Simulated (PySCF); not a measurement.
## AsF4⁻: script and output

File input.py (PySCF 2.14):

```python
from pyscf import gto, scf, mp

mol = gto.M(
    atom='As 0.2635 0.2134 -0.0326; F 1.0571 -0.8536 1.3237; F -1.1694 0.2799 1.0168; F -0.8152 1.0495 -1.3536; F -0.1093 -1.3154 -0.8587',
    basis='cc-pvdz',
    charge=-1,
    spin=0,
    verbose=4,
)
mf = scf.RHF(mol)
mf.kernel()
mp.MP2(mf).kernel()
mf.dip_moment()
print('orbital energies (hartree):', mf.mo_energy[..., max(0, mol.nelec[1]-3):mol.nelec[0]+3].round(4))
```

```bash
$ OMP_NUM_THREADS=1 python input.py
```

It prints:

```
PySCF version 2.14.0

[INPUT] verbose = 4
[INPUT] num. atoms = 5
[INPUT] num. electrons = 70
[INPUT] charge = -1
[INPUT] spin (= nelec alpha-beta = 2S) = 0
[INPUT] symmetry False subgroup None
[INPUT] Mole.unit = angstrom
[INPUT] Symbol           X                Y                Z      unit          X                Y                Z       unit  Magmom
[INPUT]  1 As     0.263500000000   0.213400000000  -0.032600000000 AA    0.497942833823   0.403267554982  -0.061605071661 Bohr   0.0
[INPUT]  2 F      1.057100000000  -0.853600000000   1.323700000000 AA    1.997629486278  -1.613070219929   2.501430471087 Bohr   0.0
[INPUT]  3 F     -1.169400000000   0.279900000000   1.016800000000 AA   -2.209845730066   0.528934342266   1.921473523458 Bohr   0.0
[INPUT]  4 F     -0.815200000000   1.049500000000  -1.353600000000 AA   -1.540504736745   1.983267567731  -2.557933282211 Bohr   0.0
[INPUT]  5 F     -0.109300000000  -1.315400000000  -0.858700000000 AA   -0.206547065415  -2.485745744253  -1.622707823164 Bohr   0.0

nuclear repulsion = 437.787234855419
number of shells = 26
number of NR pGTOs = 181
number of NR cGTOs = 83
basis = cc-pvdz
ecp = {}

******** <class 'pyscf.scf.hf.RHF'> ********
method = RHF
initial guess = minao
damping factor = 0
level_shift factor = 0
DIIS = <class 'pyscf.scf.diis.CDIIS'>
diis_start_cycle = 1
diis_space = 8
diis_damp = 0
SCF conv_tol = 1e-09
SCF conv_tol_grad = None
SCF max_cycles = 50
direct_scf = True
direct_scf_tol = 1e-13
Set gradient conv threshold to 3.16228e-05
Initial guess from minao.
init E= -2630.88472912477
  HOMO = -0.350140143723665  LUMO = 0.0214051936243198  gap/eV = 10.11026
cycle= 1 E= -2631.87175639848  delta_E= -0.987  |g|= 0.991  |ddm|=  1.9
  HOMO = -0.182088613242893  LUMO = 0.281926936403961  gap/eV = 12.62651
cycle= 2 E= -2631.97935240668  delta_E= -0.108  |g|= 0.657  |ddm|= 0.979
  HOMO = -0.21198785965488  LUMO = 0.311164374508528  gap/eV = 14.23570
cycle= 3 E= -2632.04748214968  delta_E= -0.0681  |g|= 0.0384  |ddm|= 0.353
  HOMO = -0.207526354305803  LUMO = 0.319677202638425  gap/eV = 14.34594
cycle= 4 E= -2632.04858568305  delta_E= -0.0011  |g|= 0.0127  |ddm|= 0.0828
  HOMO = -0.208000935581222  LUMO = 0.319404642983982  gap/eV = 14.35144
cycle= 5 E= -2632.04872546304  delta_E= -0.00014  |g|= 0.00423  |ddm|= 0.0346
  HOMO = -0.207265432150129  LUMO = 0.319620321146381  gap/eV = 14.33729
cycle= 6 E= -2632.04873655081  delta_E= -1.11e-05  |g|= 0.00169  |ddm|= 0.0106
  HOMO = -0.207182560800858  LUMO = 0.319747077706342  gap/eV = 14.33849
cycle= 7 E= -2632.04873748927  delta_E= -9.38e-07  |g|= 0.000303  |ddm|= 0.00269
  HOMO = -0.207161558276881  LUMO = 0.319759985854066  gap/eV = 14.33827
cycle= 8 E= -2632.04873753172  delta_E= -4.24e-08  |g|= 5.85e-05  |ddm|= 0.000576
  HOMO = -0.207150082308353  LUMO = 0.319765375078269  gap/eV = 14.33810
cycle= 9 E= -2632.04873753343  delta_E= -1.71e-09  |g|= 1.12e-05  |ddm|= 0.000105
  HOMO = -0.20715142885193  LUMO = 0.319763409644709  gap/eV = 14.33808
cycle= 10 E= -2632.04873753351  delta_E= -7.64e-11  |g|= 2.87e-06  |ddm|= 2.13e-05
  HOMO = -0.20715155395089  LUMO = 0.319763352027367  gap/eV = 14.33808
Extra cycle  E= -2632.04873753351  delta_E= -1.82e-12  |g|= 1.27e-06  |ddm|= 3.75e-06
converged SCF energy = -2632.04873753351

******** <class 'pyscf.mp.mp2.RMP2'> ********
nocc = 35, nmo = 83
E(RMP2) = -2632.95568064789  E_corr = -0.906943114377507
E(SCS-RMP2) = -2632.91834114386  E_corr = -0.869603610350462
E_corr(same-spin) = -0.252378607964477
E_corr(oppo-spin) = -0.65456450641303

WARN: System has nonzero charge -1; the dipole moment is origin-dependent.
Location of origin: [0. 0. 0.]

Dipole moment(X, Y, Z, Debye):  1.76352,  1.42808, -0.21840
orbital energies (hartree): [-0.3569 -0.3545 -0.2072  0.3198  0.412   0.439 ]
```

In short: E(SCF) = -2632.048738 Eh, 10 cycles, E(MP2) − E(SCF) = -0.90694 Eh.

Run time: 3.8 s on 1 thread of Arm Neoverse N1 (shared host), peak memory 0.22 GiB.

The basis has no diffuse functions, which an anion needs. The dipole of an ion depends on the origin.
